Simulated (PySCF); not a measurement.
Compound: C6H6S (triplet state).
Atom-mapped SMILES: `[CH3:1][C:2][c:3]1[cH:4][cH:5][cH:6][s:7]1` (hydrogens: H8, H9, H10 on C1; H11 on C4; H12 on C5; H13 on C6)

A GFN2-xTB structure was refined with PySCF, PBE0-D3(BJ)/def2-SVP geometry optimisation, gas phase. Its GFN2-xTB values:

```json
{"coordinate": "C1–C2", "GFN2-xTB": "1.443 Å"}
{"coordinate": "C1–H8", "GFN2-xTB": "1.097 Å"}
{"coordinate": "C2–C3", "GFN2-xTB": "1.301 Å"}
{"coordinate": "C3–C4", "GFN2-xTB": "1.415 Å"}
{"coordinate": "C3–S7", "GFN2-xTB": "1.882 Å"}
{"coordinate": "C4–C5", "GFN2-xTB": "1.383 Å"}
{"coordinate": "C4–H11", "GFN2-xTB": "1.075 Å"}
{"coordinate": "C5–C6", "GFN2-xTB": "1.373 Å"}
{"coordinate": "C5–H12", "GFN2-xTB": "1.077 Å"}
{"coordinate": "C6–S7", "GFN2-xTB": "1.716 Å"}
{"coordinate": "C6–H13", "GFN2-xTB": "1.072 Å"}
{"coordinate": "C1–C2–C3", "GFN2-xTB": "146.7°"}
{"coordinate": "C2–C3–C4", "GFN2-xTB": "132.8°"}
{"coordinate": "C2–C3–S7", "GFN2-xTB": "120.8°"}
{"coordinate": "C3–C4–C5", "GFN2-xTB": "115.1°"}
{"coordinate": "C3–S7–C6", "GFN2-xTB": "90.3°"}
{"coordinate": "C4–C3–S7", "GFN2-xTB": "106.4°"}
{"coordinate": "C4–C5–C6", "GFN2-xTB": "114.5°"}
{"coordinate": "C5–C6–S7", "GFN2-xTB": "113.7°"}
{"coordinate": "C1–C2–C3–C4", "GFN2-xTB": "-178°"}
```

Task: How do these coordinates change at the PBE0-D3(BJ)/def2-SVP level?

Result: 
```csv
coordinate,PBE0-D3(BJ)/def2-SVP (Å or °),change
C3–S7,1.779,-0.103
C2–C3,1.366,+0.065
C4–C5,1.405,+0.022
C6–H13,1.089,+0.017
C1–C2,1.459,+0.016
C4–H11,1.090,+0.015
C5–H12,1.091,+0.014
C1–H8,1.107,+0.010
C6–S7,1.723,+0.007
C5–C6,1.379,+0.006
C3–C4,1.414,-0.001
C1–C2–C3,139.1,-7.6
C2–C3–C4,129.4,-3.4
C4–C3–S7,109.0,+2.6
C3–C4–C5,113.5,-1.6
C3–S7–C6,91.8,+1.5
C5–C6–S7,112.3,-1.4
C4–C5–C6,113.4,-1.1
C2–C3–S7,121.6,+0.8
C1–C2–C3–C4,180,-2
```

The energy falls by 4.2 kcal/mol over 8 energy and gradient evaluations, the largest force component goes from 0.0485 to 1.2e-04 Eh/bohr, and the atoms move by 0.072 Å rms after alignment. The bond that changes most is C3–S7 (ends: carbon bonded to 2 C and S; sulfur bonded to 2 C), which shortens by 0.103 Å. Bonds longer at the end by more than 0.005 Å: 11 of 13; shorter: 1. Rotational constants go from 4867, 1715, 1278 to 5028, 1725, 1295 MHz.

The run used 132 basis functions and 71 SCF cycles in all. Time: 56 s. Hardware: one thread of an x86-64 server, no GPU, shared host.

PBE0-D3(BJ)/def2-SVP frequencies: not computed here. ⟨S²⟩ = 2.055 (exact for a triplet: 2.00). This triplet need not be the ground state; the singlet was not compared here.

Conformer computed: `[CH3:1][C:2][c:3]1[cH:4][cH:5][cH:6][s:7]1`: C1–C2–C3–C4 180°.

One conformer stands for the species.
